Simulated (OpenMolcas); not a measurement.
# N⁺: from RASSCF to RASPT2

```json
{"Program": "OpenMolcas 26.06", "Basis": "ANO-RCC-VTZP [4s3p2d1f]", "Scalar Hamiltonian": "DKH3, point nucleus", "Active space": "4 electrons in 9 orbitals (RAS2 2s 2p; RAS3 3d, at most 2 electrons)", "State averaging": "2S+1 = 3 even, 3 roots; 2S+1 = 1 even, 6 roots; 2S+1 = 5 odd, 1 root; 2S+1 = 3 odd, 8 roots; 2S+1 = 1 odd, 5 roots (0 in the spin-orbit step)", "Spin-orbit coupling": "RASSI with atomic mean-field integrals over the reference wave functions, term energies averaged over their components"}
```

Methods on the same reference wave functions:
A. RASSCF
B. SS-RASPT2, IPEA 0.25 Eh, imaginary shift 0.1 Eh (closed shells correlated: 1s)

Energies in cm⁻¹ above 2s² 2p² ³P₀, the measured ground level; measured values from NIST Handbook of Basic Atomic Spectroscopic Data.

```csv
Level,A,B,Measured
2s² 2p² ³P₀,0.0,0.0,0.0
2s² 2p² ³P₁,45.1,45.2,48.7
2s² 2p² ³P₂,134,134,131
2s² 2p² ¹D₂,17605,15860,15316
2s² 2p² ¹S₀,36817,33390,32689
2s 2p³ ⁵S°₂,43456,45100,46785
2s 2p³ ³D°₁,94498,91880,92251
2s 2p³ ³D°₂,94499,91880,92250
2s 2p³ ³D°₃,94500,91880,92236
2s 2p³ ³P°₀,114513,109720,109223
2s 2p³ ³P°₁,114513,109720,109216
2s 2p³ ³P°₂,114513,109720,109217
```

Deviations, from unrounded energies. A percentage is the sum of absolute deviations over the sum of measured energies, with the sign that they share, or ± where signs differ.

```tsv
Against measurement	Levels	A	B
mean absolute deviation (cm-1)	11	2900	500
fine structure of the ground term (%)	2	±3.9	±3.9
other terms of the ground configuration (%)	2	+13.4	+2.6
other configurations (%)	7	±4.0	±0.7
```

B lies closest to measurement on these levels. The largest miss of B in the table is 2s 2p³ ⁵S°₂, by -1700 cm-1. The ranking rests on the paired levels alone, and a cruder setting can come out closer through cancelling errors.

From A to B the spin-free energies of the other terms of 2s² 2p² shown, above ³P, scale by factors of 0.90 to 0.91.

The lowest spin-free term lies below A's lowest term by 0.032 hartree in B.

CASPT2 does not keep the components of a term degenerate, so their means are used; among the terms shown or strongly mixed into the levels shown the widest spread is 20 cm-1 (2s² 2p² ¹D, B). Active for correlation alone: 3d; no level in the range computed is led by a configuration that fills it, so any true level of that kind is missing. Without dynamic correlation excited terms often stand tens of per cent too high (terms of higher spin than the ground term too low), and those without a measured partner can miss by more than the paired ones (holds for A). Computed and measured levels are paired by configuration, term and J; levels that our copy of the source lacks, or whose pairing is in doubt (as where it misses far off the trend of its configuration), stay unpaired and out of the deviations. Only configurations of the active space appear.

° marks odd parity.
